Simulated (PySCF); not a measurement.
Mapped SMILES: `[CH3:1][C@@H:2]1[CH2:3][C@@:4]12[CH2:5][O:6][CH2:7][C@@H:8]2[Cl:9]`. Each H is labelled by its parent atom. Ha(C3) is cis to C1 on the ring; Ha(C5), Ha(C7) are cis to Cl9 on the ring; Hb(C3) is trans to C1 on the ring; Hb(C5), Hb(C7) are trans to Cl9 on the ring.

How the numbers were obtained: GFN2-xTB structure, GIAO PBE0/pcSseg-1 shieldings, in PySCF 2.14 (non-relativistic, one computed conformer, in vacuum, rapidly exchanging positions averaged).

Shifts are taken against calculated references (same method and geometry level): $^{13}$C (186.93 ppm) against TMS.

Do the $^{13}$C shifts follow the atomic charges (in e)? Tabulate both.

Answers


```json
{"atoms": "C7", "hybridisation": "sp3", "δ (ppm)": "82.2", "σ para (ppm)": "-141", "Hirshfeld": "-0.01", "IAO": "-0.06", "Mulliken": "+0.18", "ESP-fitted": "+0.04"}
{"atoms": "C5", "hybridisation": "sp3", "δ (ppm)": "81.1", "σ para (ppm)": "-137", "Hirshfeld": "+0.00", "IAO": "-0.06", "Mulliken": "+0.24", "ESP-fitted": "-0.00"}
{"atoms": "C8", "hybridisation": "sp3", "δ (ppm)": "63.4", "σ para (ppm)": "-121", "Hirshfeld": "+0.00", "IAO": "-0.12", "Mulliken": "-0.24", "ESP-fitted": "-0.35"}
{"atoms": "C4", "hybridisation": "sp3", "δ (ppm)": "34.5", "σ para (ppm)": "-100", "Hirshfeld": "-0.01", "IAO": "-0.02", "Mulliken": "-0.43", "ESP-fitted": "+0.32"}
{"atoms": "C2", "hybridisation": "sp3", "δ (ppm)": "25.8", "σ para (ppm)": "-90", "Hirshfeld": "-0.04", "IAO": "-0.12", "Mulliken": "-0.24", "ESP-fitted": "+0.09"}
{"atoms": "C3", "hybridisation": "sp3", "δ (ppm)": "19.2", "σ para (ppm)": "-84", "Hirshfeld": "-0.10", "IAO": "-0.29", "Mulliken": "-0.06", "ESP-fitted": "-0.49"}
{"atoms": "C1", "hybridisation": "sp3", "δ (ppm)": "17.0", "σ para (ppm)": "-76", "Hirshfeld": "-0.12", "IAO": "-0.42", "Mulliken": "-0.20", "ESP-fitted": "-0.41"}
```

Correlation coefficients of δ with charge over these carbons: Hirshfeld +0.79, IAO +0.67, Mulliken +0.67, ESP-fitted +0.28; with the paramagnetic shielding -0.99. With so few points these coefficients are fragile. Charge is one influence among several: hybridisation and low-lying excitations act through the paramagnetic term.

Carbons that carry Cl, above all several Cl atoms, come out too deshielded, partly because spin–orbit coupling is missing. Shifts are as computed. Against solution values, carbons near 30 ppm lie about +3 ppm off and those near 130 ppm about +5 ppm; carbons on Cl a further +6 ppm. Of 1211 compounds with measured shifts, 218 miss one by over three times the rms of a fit or turn the order of signals round; such compounds aren't used in these exercises.
